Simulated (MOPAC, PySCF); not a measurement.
H$_{3}$GeN, SMILES `[NH2][GeH]` (lower singlet), neutral singlet in the gas phase. This singlet lies 1.86 eV below the relaxed triplet at the level frozen-core CCSD(T)/cc-pVTZ // PBE0-D3(BJ)/def2-TZVP (Ansatz).

Cartesian coordinates (Å):
SMILES: [GeH][NH2]
```xyz
5

N     -0.6032    -0.0351     0.0048
Ge     1.0029    -0.8626     0.1833
H     -1.4725    -0.5341     0.1053
H     -0.7410     0.9416    -0.1991
H      1.8138     0.4903    -0.0944
```
Charge 0, spin multiplicity 1.

All levels are single points at this geometry (PBE0-D3(BJ)/def2-TZVP); Pople sets use spherical d functions. Orbital energies aren't observables, and empty levels follow the basis.

PBE-D3(BJ)/def2-TZVP in PySCF gives dipole (D) = 1.68.

Problem. Estimate the dipole (D) from each of these levels: PBE0-D3(BJ)/def2-TZVP in PySCF; B3LYP/6-311+G** (LANL2DZ on Ge) in PySCF; AM1 in MOPAC; PM6 in MOPAC; PM7 in MOPAC.

Solution. 
| level | dipole (D) |
|---|---|
| PBE0-D3(BJ)/def2-TZVP in PySCF | 1.56 |
| B3LYP/6-311+G** (LANL2DZ on Ge) in PySCF | 1.38 |
| AM1 in MOPAC | 2.12 |
| PM6 in MOPAC | 2.60 |
| PM7 in MOPAC | 1.62 |
